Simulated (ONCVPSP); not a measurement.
**Building the ONCV potential for phosphorus (LDA (Perdew-Wang 92), scalar-relativistic).**

```
Element                 : P (Z = 15)
Generator               : ONCVPSP 4.0.1
Type                    : optimised norm-conserving Vanderbilt (ONCV)
Functional              : LDA (Perdew-Wang 92)
Relativity              : scalar-relativistic
Frozen core             : [Ne]
Valence charge          : 5
Reference configuration : 3s2 3p3
Partial waves           : 3s: rc 1.35 bohr, ncon 4, nbas 7, qcut 3.9 1/bohr, local; 3p: rc 1.50 bohr, ncon 4, nbas 7, qcut 5.2 1/bohr, 2 projectors, debl 0.3 Ha
Local potential         : the s channel
Core correction         : Teter function, fcfact 5.5, rcfact 1.6
```

What the tests gave:

```json
{
  "Cutoffs needed": "16 Ha and 38 Ha (the cutoffs (Ha) at which the residual kinetic energy of the hardest occupied pseudo-wave falls to 1 and 0.1 mHa per electron)",
  "Ghost test": "no bound ghost flagged; GHOST(+) flags only above 600 eV",
  "Largest excitation error": "-47 meV (all-electron minus pseudo) for 3s2 3p0, out of 4 test configurations",
  "rms error of d²Exc/dni dnj": "3.47 mHa without and 2.08 mHa with the model core"
}
```

Generation and tests took about 2 s on one core of a shared server CPU.
